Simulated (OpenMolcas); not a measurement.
## Ne⁴⁺: effect of the basis set

* Program: OpenMolcas 26.06
* Method: XMS-CASPT2, IPEA 0.25 Eh, imaginary shift 0.1 Eh (closed shells correlated: 1s 2s)
* Active space: 2 electrons in 3 orbitals (2p)
* State averaging: 2S+1 = 3 even, 3 roots; 2S+1 = 1 even, 6 roots
* Spin-orbit coupling: state interaction with AMFI integrals over the reference wave functions, term energies averaged over their components

A. ANO-R1 [3s2p1d], X2C, finite nucleus; CASPT2 step of the order of 0.6 core-seconds
B. ANO-RCC-VTZP [4s3p2d1f], DKH2, point nucleus; CASPT2 step roughly 0.8 core-seconds
C. ANO-R3 [4s4p2d1f], X2C, finite nucleus; CASPT2 step of the order of 0.6 core-seconds
D. ANO-RCC-VQZP [5s4p3d2f1g], DKH2, point nucleus; CASPT2 step roughly 0.9 core-seconds

Energies in cm-1 above 2s2 2p2 3P0, the measured ground level; measured values from NIST levels in Podobedova, Fuhr, Reader and Wiese, J. Phys. Chem. Ref. Data 33, 525 (2004).

```json
{"Level": "2s2 2p2 3P0", "A": "0.0", "B": "0.0", "C": "0.0", "D": "0.0", "Measured": "0.0"}
{"Level": "2s2 2p2 3P1", "A": "411", "B": "412", "C": "402", "D": "404", "Measured": "412"}
{"Level": "2s2 2p2 3P2", "A": "1191", "B": "1190", "C": "1162", "D": "1168", "Measured": "1110"}
{"Level": "2s2 2p2 1D2", "A": "32150", "B": "30940", "C": "31020", "D": "30630", "Measured": "30292"}
{"Level": "2s2 2p2 1S0", "A": "72890", "B": "70380", "C": "70050", "D": "69510", "Measured": "63914"}
```

Deviations, from unrounded energies. A percentage is the sum of absolute deviations over the sum of measured energies, with the sign that they share, or ± where signs differ.

| Against measurement | Levels | A | B | C | D |
| --- | --- | --- | --- | --- | --- |
| mean absolute deviation (cm-1) | 4 | 2700 | 1800 | 1700 | 1500 |
| fine structure of the ground term (%) | 2 | ±5.4 | ±5.3 | ±4.1 | ±4.4 |
| other terms of the ground configuration (%) | 2 | +11.5 | +7.6 | +7.3 | +6.3 |

D lies closest to measurement on these levels and A furthest from it. The largest miss of D in the table is 2s2 2p2 1S0, by +5600 cm-1. The ranking rests on the paired levels alone, and a cruder setting can come out closer through cancelling errors.

Among A to D the level of the table that moves most is 2s2 2p2 1S0, by 3400 cm-1 (lowest in D, highest in A). Moves below CASPT2's spread within the term are not significant.

CASPT2 does not keep the components of a term degenerate, so their means are used; among the terms shown or strongly mixed into the levels shown the widest spread is 600 cm-1 (2s2 2p2 1D, D). With the s shell closed, the reference lacks s² → p² mixing. The basis is small and was not contracted for so high a charge (holds for A). Measured partners are found by configuration, term and J. A level has none where our copy of the source lacks it or the pairing is in doubt (some pairs that miss far off the trend of their configuration count as doubtful), and it then counts in no deviation. Only configurations of the active space appear.
